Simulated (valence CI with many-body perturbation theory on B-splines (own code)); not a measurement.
# Questions on Pb48+

Level of theory: valence CI with perturbative core correlation (CI+MBPT): six valence electrons over a frozen Dirac-Fock core [Ar] 3d10, a basis of 9 s, 9 p, 8 d, 6 f, 3 g, 1 h functions for each j, with the one-electron correlation potential Σ1, the two-electron term Σ2, the three-electron term Σ3, Breit, model QED; selected CI, second order for the rest, scaled by the run's own slope (own B-spline code, finite nucleus).

The last digits are not significant, and no measured levels were compared; by estimate large intervals hold to a few tenths of a per cent, small ones and those within an open d or f shell to about a per cent. Among the levels kept, up to 630 cm⁻¹ of a level comes from second order outside the variational space, and about a tenth of that is noise between levels of different J, which matters for small intervals.

Levels are named by their leading jj configuration (3d3/2^4 stands for four electrons in 3d with j = 3/2), which in mixed levels can hold well under half, so a name can repeat and another be missing.

Rates and lifetimes use the calculated energies. Strong lines usually hold to 10 to 20 %, long lifetimes can be off by a factor of two.

(1) What is the ground level?

(2) Among levels below 415.44 eV, which E1 lines absorb most strongly from the ground level?

(3) Where does the other parity begin?

(4) How well does LS coupling describe the low levels?

(5) Name the longest-lived excited levels whose lifetime is computed, and their main decay.

## Answers

(1) (4s^2 4p1/2^2 4p3/2^2) J=2, composition 68 % 4s2.4p4 3P + 31 % 4s2.4p4 1D, g = 1.338.

(2) to (4s^2 4p1/2 4p3/2^2 4d3/2) J=3 at 3.405 nm, f = 0.717; to (4s^2 4p1/2 4p3/2^2 4d3/2) J=2 at 3.393 nm, f = 0.573; to (4s^2 4p1/2^2 4p3/2 4d5/2) J=3 at 5.279 nm, f = 0.437.

(3) At (4s^2 4p1/2^2 4p3/2 4d3/2) J=2, 182.30 eV.

(4) Among the lowest 20 levels the leading LS term, summed over configurations, holds 52 % on average. For single configurations the figures are 52 % in LS and 96 % in jj coupling. Terms mix most in the J = 3 level at 186.93 eV, where the leading one holds 28 %.

(5) (4s^2 4p1/2^2 4p3/2^2) J=0 at 10.32 eV lives 140 ms, mostly by E2 to (4s^2 4p1/2^2 4p3/2^2) J=2; (4s^2 4p1/2^2 4p3/2 4d5/2) J=4 at 218.73 eV lives 4.63 μs, mostly by M1 to (4s^2 4p1/2^2 4p3/2 4d3/2) J=3; (4s^2 4p1/2^2 4p3/2 4d3/2) J=0 at 185.75 eV lives 1.54 μs, mostly by E1 to (4s^2 4p1/2 4p3/2^3) J=1.
